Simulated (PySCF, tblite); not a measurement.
C8H7OPS.
SMILES with atom numbers: `[CH3:1][S:2][c:3]1[o:4][c:5]2[cH:6][cH:7][cH:8][cH:9][c:10]2[p:11]1` (hydrogens: H12, H13, H14 on C1; H15 on C6; H16 on C7; H17 on C8; H18 on C9)

Cartesian coordinates in Å at the GFN2-xTB level; atoms count from 1:
```xyz
18
C8H7OPS angstrom
C      4.0409   -0.0712   -0.8464
S      2.7908   -1.0772   -1.6897
C      1.3643   -0.4556   -0.9110
O      0.2201   -1.0224   -1.3357
C     -0.8409   -0.4960   -0.6863
C     -2.1541   -0.8842   -0.9101
C     -3.1474   -0.2675   -0.1783
C     -2.8416    0.7187    0.7593
C     -1.5390    1.1056    0.9824
C     -0.5168    0.4960    0.2550
P      1.2487    0.7626    0.3069
H      3.8505    0.9795   -1.0480
H      5.0041   -0.3671   -1.2490
H      3.9993   -0.2652    0.2220
H     -2.3708   -1.6487   -1.6390
H     -4.1764   -0.5537   -0.3337
H     -3.6403    1.1845    1.3170
H     -1.3000    1.8682    1.7082
```

Method: PBE0/pcSseg-1 in PySCF (dipole) on a GFN2-xTB geometry, gas phase.

Take the most abundant isotopes and a rigid rotor. The values belong to one conformer with, in the numbering `[CH3:1][S:2][c:3]1[o:4][c:5]2[cH:6][cH:7][cH:8][cH:9][c:10]2[p:11]1`, C1–S2–C3–O4 180°.

(1) Give the principal moments of inertia and the rotational constants in GHz.

(2) Classify the top.

(3) What does the inertial defect say?

(4) Give the other two planar moments, Paa and Pbb, and the rms extents of the mass along the axes.

(5) Predict some low-J microwave lines.

(6) Estimate the classical rotational partition function at 10 K, 25 K and 298.15 K.

Answers

(1) Ia = 205.23, Ib = 959.64, Ic = 1161.66 u·Å²; 505379 MHz·u·Å²/I gives 2462, 526.6 and 435.0 MHz, that is A = 2.4625, B = 0.5266, C = 0.4350 GHz.

(2) A near-prolate asymmetric top; Ray's κ = -0.910.

(3) Not planar: Δ = Ic − Ia − Ib = -3.21 u·Å². For a rigid frame Δ = −2 Σ m c², so Σ m c² = 1.61 u·Å² lies off the ab plane, practically all of it from hydrogen. The atom farthest from that plane is 0.89 Å away.

(4) Paa = Σ m a² = (Ib + Ic − Ia)/2 = 958.04 and Pbb = Σ m b² = (Ia + Ic − Ib)/2 = 203.63 u·Å². With the mass M = 182.00 u, the rms extents √(P/M) along a, b and c are 2.29, 1.06, 0.09 Å.

(5) The dipole components are |μa| = 0.39 D, |μb| = 0.51 D, |μc| = 0.00 D; the mirror of this Cs structure is the ab plane, so μc vanishes by symmetry (the 0.01 D computed is a residue) and there are no c-type lines. Intensities carry the squares of the components, which stand as 0.57 : 1.00 (a : b). Some lines, for components of 0.1 D or more:

```csv
type,branch,"J(Ka,Kc)",MHz,lower level (cm⁻¹)
a,Q,"4(1,3) ← 4(1,4)",915,0.371
b,Q,"4(1,3) ← 4(0,4)",2478,0.319
a,R,"3(1,3) ← 2(1,2)",2746,0.158
b,R,"1(1,1) ← 0(0,0)",2898,0.000
a,R,"3(2,1) ← 2(2,0)",2898,0.361
b,R,"5(0,5) ← 4(1,4)",3183,0.371
a,R,"4(1,4) ← 3(1,3)",3657,0.249
b,R,"2(1,2) ← 1(0,1)",3768,0.032
a,R,"4(3,2) ← 3(3,1)",3853,0.787
a,R,"4(3,1) ← 3(3,0)",3853,0.787
a,R,"5(1,5) ← 4(1,4)",4566,0.371
a,R,"5(3,3) ← 4(3,2)",4819,0.916
a,R,"5(1,4) ← 4(1,3)",5023,0.402
b,Q,"4(2,2) ← 4(1,3)",5540,0.402
b,Q,"2(2,0) ← 2(1,1)",5811,0.167
b,R,"2(2,1) ← 1(1,0)",7822,0.100
b,R,"2(2,0) ← 1(1,1)",7917,0.097
b,Q,"4(3,1) ← 4(2,2)",9872,0.587
b,R,"5(2,4) ← 4(1,3)",10294,0.402
b,R,"5(3,2) ← 4(2,3)",14739,0.585
b,Q,"5(5,0) ← 5(4,1)",17828,1.539
b,R,"5(5,1) ← 4(4,0)",22644,1.378
```

(6) Point group Cs, symmetry number σ = 1; q = (√π/σ)·√((kT/h)³/(ABC)), k/h = 20836.6 MHz/K: 7100 at 10 K, 28100 at 25 K, 1160000 at 298.15 K.

Its GFN2-xTB frequencies are all real (lowest 58 cm⁻¹). No vibrational averaging or centrifugal distortion is included, and the geometry carries the error of its method. A rigid rotor knows nothing of internal rotation, which can split or shift real lines.
